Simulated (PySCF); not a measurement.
Order these species by their calculated properties.

Each SMILES stands for a single optimised conformer of the isolated species, non-relativistic unless stated; the electronic structure was computed with PySCF and density fitting.

Dipoles, sizes and rotational constants follow the conformer. The torsions of the flexible species, by atom-mapped SMILES:
- `[CH2:1]=[CH:2][CH2:3][C:4]#[P:5]`: C1–C2–C3–C4 117°
- `[O:1]=[CH:2]/[C:3]([SiH3:4])=[CH:5]/[SiH2:6][C:7]([F:8])([F:9])[F:10]`: O1–C2–C3–Si4 -1°, C3–C5–Si6–C7 172°, C5–Si6–C7–F8 -66°
- `[O:1]=[S:2](=[O:3])([Cl:4])[c:5]1[cH:6][cH:7][c:8]([SiH3:9])[cH:10][cH:11]1`: O1–S2–C5–C6 23°
- `[CH2:1]=[C:2]([CH3:3])[P@@H+:4]([PH2:5])[CH2:6][CH3:7]`: C1–C2–P4–P5 98°, C2–P4–C6–C7 178°, H–P5–P4–C2 54°, H–P5–P4–C2 -40°
- `[N:1]#[C:2][CH2:3][CH2:4][CH2:5][SiH2:6][SiH2:7][C:8]#[N:9]`: C2–C3–C4–C5 64°, C3–C4–C5–Si6 -179°, C4–C5–Si6–Si7 -178°, C5–Si6–Si7–C8 56°
- `[CH3:1][C@@H:2]1[CH2:3][CH2:4][P@H+:5]1[CH2:6][PH2:7]`: C4–P5–C6–P7 45°, H–P7–C6–P5 -95°, H–P7–C6–P5 171°
- `[CH2:1]=[CH:2][C@@H:3]([C:4]#[N:5])[C:6](=[O:7])[O-:8]`: C1–C2–C3–C4 139°, C2–C3–C6–O7 -49°
- `[O:1]=[C:2]([OH:3])[C@@H:4]([S-:5])[CH:6]([F:7])[F:8]`: O1–C2–C4–S5 -93°, C2–C4–C6–F7 -174°, H–O3–C2–O1 16°
- `[NH2:1][SiH2:2][NH:3][CH:4]=[O:5]`: N1–Si2–N3–C4 61°, Si2–N3–C4–O5 0°, H–N1–Si2–N3 -49°, H–N1–Si2–N3 176°

The conformers of `O[SiH2]/C(=C\C(F)F)CCF` aren't listed.

Problem. Rank by dipole moment, highest first (PBE0/pcSseg-1 at GFN2-xTB geometries).
A. `C=CCC#P`
B. `O=C/C([SiH3])=C/[SiH2]C(F)(F)F`
C. `O=S(=O)(Cl)C1=CC=C([SiH3])C=C1`
D. `N#CC#CN=C=S`

Solution. C (5.14 D), D (4.24 D), A (1.48 D), B (1.17 D).

Problem. By how much do the two ends of that ranking differ?

Solution. By 3.97 D, between `O=S(=O)(Cl)c1ccc([SiH3])cc1` and `O=C/C([SiH3])=C/[SiH2]C(F)(F)F`.

Problem. Rank by HOMO energy, highest first (PBE0/pcSseg-1 at GFN2-xTB geometries).
A. `C=CCC#P`
B. `O=S(=O)(Cl)C1=CC=C([SiH3])C=C1`
C. `N#CCCC[SiH2][SiH2]C#N`
D. `C([P@@H+]1CC[C@H]1C)P`
E. `O[SiH2]/C(=C\C(F)F)CCF`
F. `C=C(C)[P@@H+](P)CC`

Solution. A (-7.46 eV), E (-8.04 eV), B (-8.39 eV), C (-8.90 eV), D (-11.82 eV), F (-12.19 eV).

Problem. Rank by smallest rotational constant, highest first (GFN2-xTB).
A. `C=C(C)[P@@H+](P)CC`
B. `C=C[C@@H](C#N)C(=O)[O-]`
C. `N#CC#CN=C=S`
D. `N#C[SiH2][SiH2]CCCC#N`
E. `O=C(O)[C@@H]([S-])C(F)F`
F. `C=CCC#P`
G. `N[SiH2]NC=O`
H. `O=C/C([SiH3])=C/[SiH2]C(F)(F)F`

Solution. G (2.475 GHz), F (1.639 GHz), B (1.324 GHz), E (1.023 GHz), A (0.959 GHz), C (0.603 GHz), D (0.421 GHz), H (0.356 GHz).

Problem. Rank by HOMO–LUMO gap, highest first (PBE0/pcSseg-1 at GFN2-xTB geometries).
A. `c1c(S(=O)(Cl)=O)ccc([SiH3])c1`
B. `O[SiH2]/C(=C\C(F)F)CCF`
C. `N#CCCC[SiH2][SiH2]C#N`
D. `C=C(C)[P@@H+](P)CC`

Solution. C (8.08 eV), B (7.08 eV), D (6.68 eV), A (6.18 eV).
